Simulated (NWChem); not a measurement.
Everything below was run with NWChem. System: HCl$_{2}$Ge, charge 0, spin multiplicity 2, at a geometry optimised with UPBE0/def2-SVP. The structure started from a generated list of species. Its SCF solution wasn't tested for a lower state. Level: UHF/def2-TZVP.

Input file:

```
start mol
memory heap 200 mb stack 900 mb global 1100 mb
geometry units angstroms nocenter noautoz
  Cl    -0.550560    -0.319141     1.753949
  Ge     0.525494     0.350853     0.000000
  Cl    -0.550560    -0.319141    -1.753949
  H      1.903258    -0.376504     0.000000
  symmetry group Cs
end
basis spherical
  * library def2-tzvp
end
scf
  uhf
  nopen 1
  maxiter 100
  thresh 1e-7
  semidirect memsize 60000000 filesize 0
  # guess.movecs holds the orbitals of an unrestricted PBE0 run
  vectors input guess.movecs output mol.movecs
end
task scf energy
```

Output (cleaned and shortened):

```
             Northwest Computational Chemistry Package (NWChem) 7.3.0
             --------------------------------------------------------

                                NWChem Input Module
                                -------------------

 Scaling coordinates for geometry "geometry" by  1.889725989
 (inverse scale =  0.529177249)

 Turning off AUTOSYM since
 SYMMETRY directive was detected!

                             Geometry "geometry" -> ""
                             -------------------------

 Output coordinates in angstroms (scale by  1.889725989 to convert to a.u.)

  No.       Tag          Charge          X              Y              Z
 ---- ---------------- ---------- -------------- -------------- --------------
    1 Cl                  17.0000    -0.55056000    -0.31914100     1.75394900
    2 Ge                  32.0000     0.52549400     0.35085300     0.00000000
    3 Cl                  17.0000    -0.55056000    -0.31914100    -1.75394900
    4 H                    1.0000     1.90325800    -0.37650400     0.00000000

 Effective nuclear repulsion energy (a.u.)     326.4790443289

            Nuclear Dipole moment (a.u.)
            ----------------------------
        X                 Y               Z
 ---------------- ---------------- ----------------
     0.0000491329    -0.0000037795     0.0000000000

      Symmetry information
      --------------------

 Group name             Cs
 Group number              2
 Group order               2
 No. of unique centers     3

      Symmetry unique atoms

     1    2    4


 Summary of "ao basis" -> "" (spherical)
 ------------------------------------------------------------------------------
       Tag                 Description            Shells   Functions and Types
 ---------------- ------------------------------  ------  ---------------------
 *                         def2-tzvp                  on all atoms

 Summary of "ao basis" -> "ao basis" (spherical)
 ------------------------------------------------------------------------------
       Tag                 Description            Shells   Functions and Types
 ---------------- ------------------------------  ------  ---------------------
 Cl                        def2-tzvp                13       37   5s5p2d1f
 Ge                        def2-tzvp                16       48   6s5p4d1f
 H                         def2-tzvp                 4        6   3s1p

                                 NWChem SCF Module
                                 -----------------

  ao basis        = "ao basis"
  functions       =   128
  atoms           =     4
  alpha electrons =    34
  beta  electrons =    33
  charge          =   0.00
  wavefunction    = UHF
  use symmetry    = T
  symmetry adapt  = T

 Summary of "ao basis" -> "ao basis" (spherical)
 ------------------------------------------------------------------------------
       Tag                 Description            Shells   Functions and Types
 ---------------- ------------------------------  ------  ---------------------
 Cl                        def2-tzvp                13       37   5s5p2d1f
 Ge                        def2-tzvp                16       48   6s5p4d1f
 H                         def2-tzvp                 4        6   3s1p

      Symmetry analysis of basis
      --------------------------

        a'         74
        a"         54

 Forming initial guess at       0.1s

   Symmetry analysis of molecular orbitals - initial alpha
   -------------------------------------------------------
[...]
   Bfn.  Coefficient  Atom+Function         Bfn.  Coefficient  Atom+Function
  ----- ------------  ---------------      ----- ------------  ---------------
    17      0.310475  1 Cl pz               102      0.310475  3 Cl pz
    20      0.205774  1 Cl pz               105      0.205774  3 Cl pz
    15      0.200854  1 Cl px               100     -0.200854  3 Cl px

 Vector   33  Occ=1.000000D+00  E=-4.599854D-01  Symmetry=a'
              MO Center= -3.4D-02, -2.6D-01, -8.7D-13, r^2= 4.4D+00
   Bfn.  Coefficient  Atom+Function         Bfn.  Coefficient  Atom+Function
  ----- ------------  ---------------      ----- ------------  ---------------
    15      0.339362  1 Cl px               100      0.339362  3 Cl px
    18      0.229937  1 Cl px               103      0.229937  3 Cl px
    53     -0.168725  2 Ge px               124     -0.159525  4 H  s
    12      0.156843  1 Cl px                97      0.156843  3 Cl px

 Vector   34  Occ=0.000000D+00  E=-3.864536D-03  Symmetry=a'
              MO Center=  5.2D-01,  6.9D-01,  2.0D-14, r^2= 3.4D+00
   Bfn.  Coefficient  Atom+Function         Bfn.  Coefficient  Atom+Function
  ----- ------------  ---------------      ----- ------------  ---------------
    43      0.744016  2 Ge s                 57      0.481014  2 Ge py
   125     -0.268140  4 H  s                 42      0.242595  2 Ge s
    54      0.235958  2 Ge py                19     -0.199648  1 Cl py
   104     -0.199648  3 Cl py                41     -0.159794  2 Ge s

 Vector   35  Occ=0.000000D+00  E= 1.188908D-01  Symmetry=a'
              MO Center=  4.7D-01, -1.6D-02,  3.7D-13, r^2= 5.0D+00
   Bfn.  Coefficient  Atom+Function         Bfn.  Coefficient  Atom+Function
  ----- ------------  ---------------      ----- ------------  ---------------
    43      1.080596  2 Ge s                 57     -0.790769  2 Ge py
   125     -0.586188  4 H  s                 56     -0.500479  2 Ge px
     5     -0.470049  1 Cl s                 90     -0.470049  3 Cl s
    20      0.463622  1 Cl pz               105     -0.463622  3 Cl pz
    42      0.334352  2 Ge s                 41     -0.185610  2 Ge s

 Vector   36  Occ=0.000000D+00  E= 1.294743D-01  Symmetry=a"
              MO Center=  7.1D-01,  3.3D-01, -7.6D-14, r^2= 5.0D+00
   Bfn.  Coefficient  Atom+Function         Bfn.  Coefficient  Atom+Function
  ----- ------------  ---------------      ----- ------------  ---------------
    58      1.364445  2 Ge pz                 5     -0.604576  1 Cl s
    90      0.604576  3 Cl s                 18     -0.343266  1 Cl px
   103      0.343266  3 Cl px                20      0.257546  1 Cl pz
   105      0.257546  3 Cl pz                55      0.247401  2 Ge pz
    19     -0.191102  1 Cl py               104      0.191102  3 Cl py

 center of mass
 --------------
 x =   0.02946452 y =   0.04221575 z =   0.00000000

 moments of inertia (a.u.)
 ------------------
         826.506252546763         -89.794077474348           0.000000000000
         -89.794077474348         929.833015972344           0.000000000000
           0.000000000000           0.000000000000         219.696433508465

  Mulliken analysis of the total density
  --------------------------------------

    Atom       Charge   Shell Charges
 -----------   ------   -------------------------------------------------------
    1 Cl  17    17.37   2.01  0.45  1.52  1.09  0.88  4.18  1.69  1.06  2.89  1.56  0.01  0.03  0.00
    2 Ge  32    31.31   2.00  2.00  1.16  0.80  0.85  0.49  5.98  4.42  1.57  1.17  0.55  8.93  1.08  0.10  0.15  0.05
    3 Cl  17    17.37   2.01  0.45  1.52  1.09  0.88  4.18  1.69  1.06  2.89  1.56  0.01  0.03  0.00
    4 H    1     0.96   0.22  0.56  0.16  0.01

  Mulliken analysis of the alpha density
  --------------------------------------

    Atom       Charge   Shell Charges
 -----------   ------   -------------------------------------------------------
    1 Cl  17     8.72   1.01  0.22  0.76  0.55  0.44  2.09  0.84  0.54  1.47  0.78  0.00  0.01  0.00
    2 Ge  32    16.02   1.00  1.00  0.58  0.39  0.49  0.30  2.99  2.22  0.78  0.72  0.38  4.46  0.55  0.06  0.08  0.02
    3 Cl  17     8.72   1.01  0.22  0.76  0.55  0.44  2.09  0.84  0.54  1.47  0.78  0.00  0.01  0.00
    4 H    1     0.54   0.12  0.32  0.10  0.00

   Mulliken analysis of the beta density
   -------------------------------------

    Atom       Charge   Shell Charges
 -----------   ------   -------------------------------------------------------
    1 Cl  17     8.65   1.01  0.22  0.76  0.54  0.44  2.09  0.85  0.52  1.42  0.79  0.00  0.01  0.00
    2 Ge  32    15.29   1.00  1.00  0.58  0.40  0.36  0.19  2.99  2.20  0.79  0.44  0.17  4.47  0.54  0.05  0.07  0.02
    3 Cl  17     8.65   1.01  0.22  0.76  0.54  0.44  2.09  0.85  0.52  1.42  0.79  0.00  0.01  0.00
    4 H    1     0.41   0.10  0.24  0.07  0.00

   Mulliken analysis of the spin density
   -------------------------------------

    Atom       Charge   Shell Charges
 -----------   ------   -------------------------------------------------------
    1 Cl  17     0.07   0.00  0.00 -0.00  0.00 -0.00  0.00 -0.00  0.02  0.05 -0.01  0.00 -0.00  0.00
    2 Ge  32     0.73   0.00  0.00  0.01 -0.01  0.12  0.11  0.00  0.01 -0.01  0.28  0.21 -0.01  0.01  0.01  0.01  0.00
    3 Cl  17     0.07   0.00  0.00 -0.00  0.00 -0.00  0.00 -0.00  0.02  0.05 -0.01  0.00 -0.00  0.00
    4 H    1     0.13   0.03  0.08  0.03  0.00

       Multipole analysis of the density wrt the origin
       ------------------------------------------------

     L   x y z        total         alpha         beta         nuclear
     -   - - -        -----         -----         ----         -------
     0   0 0 0     -0.000000    -34.000000    -33.000000     67.000000

     1   1 0 0      0.718487     -0.142000      0.860438      0.000049
     1   0 1 0      0.443136     -0.517482      0.960622     -0.000004
     1   0 0 1      0.000000      0.000000     -0.000000      0.000000

     2   2 0 0    -31.619027    -58.305446    -54.608688     81.295107
     2   1 1 0      0.297985    -20.540219    -19.005252     39.843456
     2   1 0 1      0.000000      0.000000      0.000000      0.000000
     2   0 2 0    -31.833303    -32.356458    -26.416308     26.939463
     2   0 1 1      0.000000      0.000000      0.000000      0.000000
     2   0 0 2    -35.280532   -205.978896   -202.818755    373.517119

 Task  times  cpu:        6.7s     wall:        6.7s

 Total times  cpu:        6.7s     wall:        6.7s
```
